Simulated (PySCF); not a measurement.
## Dipole response of Fe+ (iron, charge +1)

[Ar] 3d6 4s1, high-spin 6D determinant. All numbers are calculated (PySCF 2.14, no relativity, point nucleus, in aug-cc-pVTZ with one added diffuse shell each of s, p, d, f, g type (9s8p6d4f3g, 118 functions)). Coupled (time-dependent) response in atomic units; α is the mean over directions.

```tsv
method	mean α (bohr³)	α xx, yy, zz	C₆ (like pair)	S(−4)
PW91	25.42	25.02, 25.02, 26.22	127.1	517.2
```

S(−4) is the Cauchy moment in α(ω) = α(0) + S(−4) ω² + …

α(iu) at PW91:

```tsv
u (hartree)	α(iu) (bohr³)
0	25.42
0.0500	24.20
0.100	21.25
0.200	14.83
0.300	10.45
0.500	6.130
0.750	3.927
1.00	2.862
1.50	1.817
2.00	1.295
3.00	0.7727
5.00	0.3725
```

A single London oscillator, α(iu) = α/(1 + u²/ω²), gives C₆ = (3/4) ω α². Matching the computed C₆ needs ω = 4 × 127.1 / (3 × 25.42²) = 0.262 hartree.

For an ion, C₆ is the dispersion term alone; charge-induced terms of lower order in 1/R come first.

The components differ because the open shell of this determinant is not spherical; for a pure term their mean is the scalar polarisability.
